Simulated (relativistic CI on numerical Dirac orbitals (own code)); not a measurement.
## Transition arrays of Sb⁸⁺

Computed by Dirac-Coulomb-Breit CI, orbitals from a KLI potential per configuration, model QED (radiative potential, 1s self-energy scaled to tabulated hydrogen-like ionisation energies), valence Slater integrals scaled by 0.9, whole transition arrays (own radial code, finite nucleus).

CI space (outside the closed core [Ar] 3d10 4s2): 4p6.4d7, 4p6.4d6.4f, 4p5.4d8, 4p6.4d6.5p, 4p6.4d6.5f. Levels of other configurations are missing.

All E1 lines from the levels of 4p6.4d7; mean and standard deviation are weighted by gf, and upper levels are sorted by their leading configuration.

| Upper configuration | Lines | Σgf | Mean (eV) | Mean (nm) | σ (eV) | Strongest line (nm) |
| --- | --- | --- | --- | --- | --- | --- |
| 4p6.4d6.4f | 3094 | 950.6 | 90.49 | 13.702 | 3.53 | 13.743 |
| 4p5.4d8 | 151 | 167.5 | 95.18 | 13.026 | 2.76 | 12.746 |
| 4p6.4d6.5p | 1764 | 100.3 | 65.68 | 18.877 | 1.88 | 19.062 |
| 4p6.4d6.5f | 2825 | 224.7 | 113.43 | 10.931 | 2.32 | 10.703 |

Σgf per state of the lower configuration in bins of 0.2 nm over the central range (centre: value): 10.7: 0.53, 10.9: 0.78, 11.1: 0.29, 11.3: 0.13, 11.5: 0.07, 12.5: 0.08, 12.7: 0.33, 12.9: 0.41, 13.1: 0.78, 13.3: 1.28, 13.5: 1.33, 13.7: 3.36, 13.9: 1.04, 14.1: 0.21, 14.3: 0.13, 14.5: 0.06, 18.3: 0.07, 18.5: 0.08, 18.7: 0.13, 18.9: 0.18.

Problem. How do configuration mixing and the scaling of the Slater integrals move the arrays?

Solution. Slater scale 0.9, no configuration mixing: 4p6.4d6.4f 88.9 ± 3.5 eV (Σgf 1008.0), 4p5.4d8 83.8 ± 6.2 eV (Σgf 213.8), 4p6.4d6.5p 65.7 ± 1.9 eV (Σgf 119.1), 4p6.4d6.5f 112.0 ± 2.1 eV (Σgf 6.9); Slater scale 1: 4p6.4d6.4f 92.1 ± 4.1 eV (Σgf 971.8), 4p5.4d8 96.3 ± 4.4 eV (Σgf 138.8), 4p6.4d6.5p 65.7 ± 2.1 eV (Σgf 93.7), 4p6.4d6.5f 113.7 ± 2.6 eV (Σgf 266.6); Slater scale 0.8: 4p6.4d6.4f 88.8 ± 3.1 eV (Σgf 931.6), 4p5.4d8 93.8 ± 2.5 eV (Σgf 189.0), 4p6.4d6.5p 65.6 ± 1.7 eV (Σgf 103.5), 4p6.4d6.5f 113.2 ± 2.1 eV (Σgf 191.1). With mixing, levels are counted to their leading configuration, so an array can shrink or vanish into another, and the sums then hold other lines.
